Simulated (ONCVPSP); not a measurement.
Transferability test, ONCV potential for rhodium (Rh)

```json
{
  "Element": "Rh (Z = 45)",
  "Generator": "ONCVPSP 4.0.1",
  "Type": "optimised norm-conserving Vanderbilt (ONCV)",
  "Functional": "PBEsol",
  "Relativity": "scalar-relativistic",
  "Frozen core": "[Kr]",
  "Valence charge": "9",
  "Reference configuration": "4d8 5s1",
  "Partial waves": "5s: rc 2.70 bohr, ncon 5, nbas 10, qcut 2.6 1/bohr, 2 projectors, debl 2.4 Ha; p scattering state at 0.08 Ha: rc 2.20 bohr, ncon 4, nbas 8, qcut 3.6 1/bohr, 3 projectors, debl 2.7 Ha; 4d: rc 1.30 bohr, ncon 4, nbas 9, qcut 6.2 1/bohr, local; f scattering state at 0.45 Ha: rc 2.45 bohr, ncon 3, nbas 7, qcut 4 1/bohr, 2 projectors, debl 1.8 Ha",
  "Local potential": "the d channel",
  "Core correction": "Teter function, fcfact 2.5, rcfact 1.2"
}
```

Energies are relative to the spin-unpolarised reference configuration 4d8 5s1; without spin polarisation the order of configurations can differ from experiment.

(1) Give the all-electron excitation energy and the error of the potential for: 4d8 5s0; 4d7 5s0; 4d6 5s0; 4d7 5s2.

Note: ghosts flagged at negative energy: s at -71.1 eV, p at -44.1 eV; GHOST(+) flagged for s at 106.2 eV, p at 453.0 eV. A true bound ghost makes a file unfit for plane-wave use.

## Answers

(1)

| valence configuration | charge | ΔE all-electron (eV) | error AE − PS (meV) |
| --- | --- | --- | --- |
| 4d8 5s0 | +1 | 7.462 | -4.9 |
| 4d7 5s0 | +2 | 26.972 | +11 |
| 4d6 5s0 | +3 | 59.465 | -108 |
| 4d7 5s2 | 0 | 2.452 | -64 |
